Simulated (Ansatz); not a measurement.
One change: `CC(C)[CH2][AlH2]` becomes `CCCC(C)C`.

Ansatz, PBE0-D4/def2-TZVP geometries, multiplicity 1. Each molecule was computed in one conformer, which needn't be the lowest.

```csv
property,`CC(C)[CH2][AlH2]`
size of the dipole moment (ωB97M-V/def2-TZVPP) / D,0.86
size of the dipole moment (B3LYP/def2-TZVPP) / D,0.86
HOMO energy (PBE/def2-TZVPP) / eV,-6.30
HOMO–LUMO gap (PBE0/def2-TZVPP) / eV,6.26
HOMO energy (PBE0/def2-TZVPP) / eV,-7.52
HOMO–LUMO gap (ωB97M-V/def2-TZVPP) / eV,10.04
```

Give the same properties after the change, and the shifts. (Best estimate.)

The calculation gave: 
```
                                          property  `CCCC(C)C`  shift
size of the dipole moment (ωB97M-V/def2-TZVPP) / D        0.10  -0.76
  size of the dipole moment (B3LYP/def2-TZVPP) / D        0.10  -0.76
                 HOMO energy (PBE/def2-TZVPP) / eV       -7.23  -0.93
              HOMO–LUMO gap (PBE0/def2-TZVPP) / eV        9.72   3.46
                HOMO energy (PBE0/def2-TZVPP) / eV       -8.58  -1.06
           HOMO–LUMO gap (ωB97M-V/def2-TZVPP) / eV       13.44   3.40
```

With PBE0 the HOMO falls by 1.06 eV and the LUMO rises by 2.40 eV, so the gap widens by about 3.46 eV. PBE moves the HOMO by -0.93 eV and ωB97M-V by -1.14 eV. Dipoles are sizes alone; their direction can turn.

B3LYP here is the variant with VWN-RPA as its local correlation; programs differ in this.
